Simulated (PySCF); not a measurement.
A PySCF script (with the pyscf-properties extension) for the NMR shieldings of `C1=C(Cl)[C@@H]1C[SiH3]`, C$_{4}$H$_{7}$ClSi, on a GFN2-xTB geometry:

```python
import basis_set_exchange as bse
import numpy as np
from pyscf import gto, dft
from pyscf.prop import nmr

atoms = """
Si   -1.880879    0.280348    0.505320
C    -0.493622   -0.623009   -0.438525
C     0.737271    0.238956   -0.604400
C     2.131100   -0.363808   -0.561859
C     1.760715    0.325288    0.478570
Cl    2.087098    0.926872    2.012734
H    -3.058666   -0.587169    0.563709
H    -1.424905    0.591317    1.859437
H    -2.216987    1.517130   -0.202454
H    -0.218456   -1.536634    0.091399
H    -0.850150   -0.925859   -1.425529
H     0.570680    1.114362   -1.229290
H     2.852413   -0.957307   -1.066839
"""
names = dict.fromkeys(["Si", "C", "Cl", "H"], "pcSseg-1")
basis = {el: gto.basis.parse(bse.get_basis(n, elements=[el], fmt="nwchem")) for el, n in names.items()}
mol = gto.M(atom=atoms, basis=basis, charge=0, verbose=0)
mf = dft.RKS(mol, xc="PBE0")
mf.grids.level = 2
mf.grids.alignment = dft.numint.BLKSIZE   # the property module wants whole blocks of grid points
mf.conv_tol = 1e-9
mf.kernel()

calc = nmr.RKS(mf)   # GIAO
C = mf.mo_coeff
Co = C[:, mf.mo_occ > 0]
resp = mf.gen_response(singlet=True, hermi=2)
def vind(x):   # induced exchange potential for any number of trial vectors
    d = np.einsum("pi,xij,qj->xpq", C, 2 * x.reshape(-1, C.shape[1], Co.shape[1]), Co, optimize=True)
    return np.einsum("xpq,pi,qj->xij", resp(d - d.transpose(0, 2, 1)), C, Co, optimize=True).ravel()
mo1, _ = nmr.rhf.solve_mo1(calc, with_cphf=vind)
sigma = calc.kernel(mo1)
for i, s in enumerate(sigma):   # ppm
    w = np.linalg.eigvalsh((s + s.T) / 2)
    print("%2d %-2s iso %8.1f  s11 %8.1f  s22 %8.1f  s33 %8.1f" % (i, mol.atom_pure_symbol(i), w.mean(), *w))
```

Q: What are the results?

A: 
```
 0 Si iso    424.1  s11    398.6  s22    409.1  s33    464.5
 1 C  iso    166.0  s11    138.6  s22    164.2  s33    195.2
 2 C  iso    157.1  s11    113.6  s22    137.9  s33    219.9
 3 C  iso     68.8  s11    -59.1  s22     93.1  s33    172.5
 4 C  iso     45.0  s11    -95.1  s22    107.5  s33    122.6
 5 Cl iso    765.9  s11    496.3  s22    881.5  s33    919.8
 6 H  iso     27.8  s11     24.4  s22     25.3  s33     33.7
 7 H  iso     27.8  s11     23.6  s22     27.7  s33     32.0
 8 H  iso     27.8  s11     25.0  s22     25.9  s33     32.6
 9 H  iso     31.6  s11     28.2  s22     30.1  s33     36.4
10 H  iso     30.1  s11     25.5  s22     28.6  s33     36.2
11 H  iso     29.6  s11     23.5  s22     27.9  s33     37.2
12 H  iso     24.7  s11     20.8  s22     25.2  s33     28.1
```

These numbers come from an equivalent density-fitted implementation of the same equations, which agrees with the script to about 0.01 ppm for H and up to a few tenths of a ppm for heavy atoms, so last digits may differ.

Q: Turn these shieldings into chemical shifts. Chemical shifts δ = σref − σ; ²⁹Si (349.16 ppm), ¹³C (186.93 ppm), ¹H (31.72 ppm) vs TMS; ³⁵Cl (949.78 ppm) vs HCl, all at this level.

A: Averaging equivalent atoms: Si 0: -74.9; C 4: 141.9; C 3: 118.1; C 2: 29.8; C 1: 20.9; Cl 5: 184; H 12: 7.00; H 6/7/8: 3.90; H 11: 2.16; H 10: 1.60; H 9: 0.15 ppm. 

Size and cost of the density-fitted run: 151 basis functions, 66 s wall time on 1 thread of an Intel Xeon, shared host; peak memory 0.71 GiB.
